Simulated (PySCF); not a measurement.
Species: C4H10GeO.
Geometry (PBE0-D3(BJ)/def2-SVP, Å), atoms numbered from 1 in this order:
```
atom  x, y, z in Å
C1     2.8259   -0.2120   -0.4658
O2     1.5295    0.2381   -0.7248
Ge3    0.2956    0.3365    0.5599
C4    -1.3694    1.1980   -0.0184
C5    -2.1377   -0.0146    0.5691
C6    -1.0441   -1.1109    0.6495
H7     3.2767    0.2663    0.4265
H8     2.8736   -1.3081   -0.3153
H9     3.4657    0.0315   -1.3298
H10    1.0154    0.7800    1.8567
H11   -1.3916    1.2109   -1.1196
H12   -1.6614    2.1907    0.3504
H13   -3.0272   -0.3072   -0.0138
H14   -2.4938    0.2286    1.5835
H15   -0.9881   -1.7085   -0.2742
H16   -1.1016   -1.7951    1.5074
```

All values: CAM-B3LYP/def2-SVPD (PySCF, non-relativistic), on one gas-phase PBE0-D3(BJ)/def2-SVP geometry that isn't relaxed in the solvent. The solvent is an IEF-PCM continuum (van der Waals radii × 1.2), and excitations are vertical TDDFT with non-equilibrium linear response and a frozen core. Specific hydrogen bonds and non-electrostatic terms are outside this model. Spin–orbit coupling is left out although an atom past zinc is present.

```
run  E − E(gas) (kJ/mol)  HOMO (eV)  HOMO–LUMO gap (eV)  dipole (D)  lowest singlet (eV)  static polarisability (au)
gas                 0.00      -8.66                9.90        1.13                 6.71                        81.1
  P               -10.98      -8.62                9.96        1.58                 6.75                       107.7
  Q                -9.36      -8.62                9.95        1.50                 6.74                       103.3
```

**Question.** The runs were made in acetone and tetrahydrofuran. Which run belongs to which solvent?

**Answer.** P = acetone, Q = tetrahydrofuran. The dielectric constants are 7.426 (tetrahydrofuran), 20.49 (acetone), and the energy falls further as ε rises. The optical constants n² used for the excitations are 1.97, 1.85 in the same order. In this model the ground state sees the solvent through ε alone.

**Question.** How constant is the ratio of the lowering to (ε − 1)/(2ε + 1)?

**Answer.** 
```csv
solvent,(ε − 1)/(2ε + 1),E − E(gas) (kJ/mol),ratio (kJ/mol),polarisation term (kJ/mol)
tetrahydrofuran,0.405,-9.36,-23.1,-10.49
acetone,0.464,-10.98,-23.6,-12.59
```

The ratio changes by +2.4 % in size from tetrahydrofuran to acetone. The polarisation term is half the interaction of the solute with the induced surface charges.

The run took about 60 s of CPU time (one thread, shared machine). This is the whole response run at CAM-B3LYP/def2-SVPD in acetone, SCF included.
